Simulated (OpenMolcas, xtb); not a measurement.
CH7FSi2 (SMILES F[SiH2]C[SiH3]): the dipole moment, rung by rung

CH7FSi2 has 11 atoms, charge 0, and is taken as a singlet. SMILES: `F[SiH2]C[SiH3]`. The shape is that of a PBE0-D4/def2-TZVP optimisation. This is one conformer, not always the lowest.

```xyz
11

F    -1.6291    1.6674    0.2020
Si   -0.0692    1.4984    0.5344
C     0.3492   -0.3059    0.6055
Si   -0.1572   -1.3069   -0.8997
H     0.6940    2.1729   -0.5450
H     0.1757    2.1775    1.8314
H     1.4371   -0.3852    0.7226
H    -0.1013   -0.7511    1.4989
H    -1.6364   -1.3884   -0.9957
H     0.3699   -0.6657   -2.1341
H     0.3926   -2.6860   -0.8122
```

Each level gives the dipole moment (D). The values are calculated.

```csv
level,kind,program,value (D),CPU time
GFN2-xTB,semi-empirical,xtb,1.75,under 2 s
GFN0-xTB,semi-empirical,xtb,2.18,under 2 s
HF/6-31G* (spherical functions),Hartree–Fock,OpenMolcas,2.01,8.6 s
SVWN5/6-31G* (spherical functions),LDA,OpenMolcas,1.83,31 s
revPBE/6-31G* (spherical functions),GGA,OpenMolcas,1.75,42 s
TPSS/6-31G* (spherical functions),meta-GGA,OpenMolcas,1.75,50 s
B3LYP/6-31G* (Cartesian functions),global hybrid,OpenMolcas,1.83,40 s
```

The values span 1.75 to 2.18 D. Times are those of the runs behind each value, whatever else they computed, on shared processors of several kinds: orders of magnitude only.
